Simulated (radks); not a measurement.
Values are calculated unless marked as measured or tabulated.
Pm LX, 2 electrons, occupied as [He]. Code: a radial shooting solver on a logarithmic mesh with Libxc functionals. Model: Dirac Kohn-Sham, BLYP, spin-unpolarised, spherical densities, finite nucleus; Fermi nuclear charge, rms radius 4.962 fm.

Unscreened Slater integrals over Kohn-Sham orbitals (cm^-1). Large and small components are both included. Empty in this configuration: 2s1/2.

F0(1s1/2,1s1/2): 9005700
F0(1s1/2,2s1/2): 2985900
G0(1s1/2,2s1/2): 336130
F0(2s1/2,2s1/2): 2091800
